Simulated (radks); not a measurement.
Numerical settings for the caesium ion Cs2+, [Kr] 4d10 5s2 5p5. Calculated with a radial shooting solver on a logarithmic mesh with Libxc functionals: non-relativistic Kohn-Sham, LDA (Slater exchange, Perdew-Wang correlation), spin-unpolarised, spherical densities, point nucleus; relativity is left out, which matters for an element this heavy. The defaults (mesh step 0.008 in ln r, mesh end at 40 bohr or more with all orbitals vanishing there, Anderson mixing 0.5 over 9 steps, residual threshold near 1e-9 with the energy settled to 1e-9 hartree or 1e-11 of itself, here a cap of 84 iterations) give E = -7549.5216 hartree and 5p at -28.829 eV in 13 iterations. Run on one thread of a shared host, so times are rough (Arm Neoverse V1): 0.1 s of CPU time, 0.1 s wall, 13 iterations on 2541 mesh points. Changes against that run (0 stands for a change within the tolerance of the run):

setting,iterations,converged,E (mhartree),e(5p) (meV),CPU (s)
mesh step in ln r 0.2,4,no,diverged,-,0.01
mesh step in ln r 0.12,2,no,diverged,-,0
mesh step in ln r 0.08,2,no,diverged,-,0.01
mesh end (bohr) 400,13,yes,0,0,0.1
mesh end (bohr) 3,13,yes,+1.34e+03,+1.2e+04,0.09
residual threshold 0.001,8,yes,0,+6.5,0.07
residual threshold 0.01,8,yes,0,+6.5,0.07
mixing 2.5,14,yes,0,0,0.11
"linear mixing, mixing 0.2",84,no,0,0,0.4
"linear mixing, mixing 0.5",30,yes,0,0,0.17
mixing history 3,17,yes,0,0,0.11
iteration cap 8,8,no,0,+1.05,0.06

Settings that end as converged yet miss the energy by more than 1 mhartree: mesh end (bohr) 3 (+1.34 hartree). A mesh that ends early acts as a hard wall.
